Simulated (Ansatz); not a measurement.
`S=C1BO1`, relaxed with RKS PBE0-D4/def2-TZVP in Ansatz 0.2.0 from a PBE-D4/def2-SVP geometry. The force threshold is 0.005 eV/Å; the program also tests the step.

Charge 0, multiplicity 1.

Start:

```xyz
5

S     1.301   -1.697   -0.814
C     0.429   -0.485   -0.246
B    -0.262    0.732    0.278
O    -1.006   -0.407    0.126
H    -0.462    1.856    0.656
```

Question: How much energy does the relaxation release, and in how many steps? (An estimate is asked.)

Answer: The calculation gave: 4.38 kJ/mol, in 6 steps.

Question: Which bonds change most? (Estimate.)

Answer: Computed: C2–O4 from 1.484 to 1.425 Å; B3–H5 from 1.202 to 1.181 Å; S1–C2 from 1.598 to 1.582 Å; C2–B3 from 1.494 to 1.481 Å.

Question: Give the relaxed structure. (Estimate.)

Answer: Computed: 
```xyz
5

S     1.286   -1.674   -0.803
C     0.402   -0.488   -0.241
B    -0.254    0.734    0.277
O    -0.975   -0.409    0.119
H    -0.458    1.836    0.649
```
